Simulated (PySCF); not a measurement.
**Radial density of Os (osmium, neutral)**

B2PLYP, [Xe] 4f14 5d6 6s2, high-spin 5D determinant. Computed with PySCF 2.14 in aug-cc-pVTZ-PP with ECP60MDF (6s6p5d3f2g, 88 functions), with a scalar-relativistic core potential. This is the valence pseudo-density: the core potential removes the inner electrons and smooths the orbitals near the nucleus.

```tsv
r (bohr)	4πr²ρ (e/bohr)	4πr²(ρα − ρβ)
0.134	1.697e-05	0.0000
0.225	0.0007155	0.0001
0.379	0.07619	0.0059
0.638	3.994	0.2686
1.07	12.82	2.2723
1.80	5.216	2.2020
3.04	1.370	0.3913
5.11	0.1666	-0.0124
8.59	0.002980	-0.0012
```

Energies and moments cover only the electrons outside the core potential. Spin-orbit coupling, absent here, splits the open shell strongly.

Where is the radial spin density 4πr²(ρα − ρβ) most negative, and why is it negative at all?

Around r = 5.11 bohr, down to -0.0124 e/bohr: exchange with the open shell polarises the paired shells in an unrestricted calculation.
